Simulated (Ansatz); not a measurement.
Cartesian coordinates in Å:
```
C -0.1885 -0.6037 -1.4607
C 0.5562 -0.0339 -0.5172
Si -0.1258 0.3877 1.1293
F -1.6513 -0.0376 1.1891
Cl -0.0237 2.3833 1.4958
Cl 0.8495 -0.5898 2.6194
H 0.2174 -0.8525 -2.4365
H -1.2340 -0.8449 -1.2973
H 1.6002 0.1914 -0.7218
```

The species carries charge 0 and has multiplicity 1.

(1) List the PBE0/def2-TZVPP orbital energies in eV (Ansatz). (Best estimate.)

Results:

(1) Computed: Occupied: -2767.75, -2767.74, -1805.29, -674.36, -279.13, -278.79, -259.61, -259.61, -197.88, -197.88, -197.76, -197.76, -197.75, -197.75, -147.33, -102.04, -102.03, -101.95, -33.81, -23.94, -23.24, -22.18, -17.13, -15.61, -14.01, -13.41, -13.34, -12.85, -11.94, -11.47, -10.61, -10.13, -9.78, -9.41, -9.39, -8.67. Lowest empty: -1.17, 0.65, 0.84, 1.84, 2.39, 2.45, 2.64, 3.27.
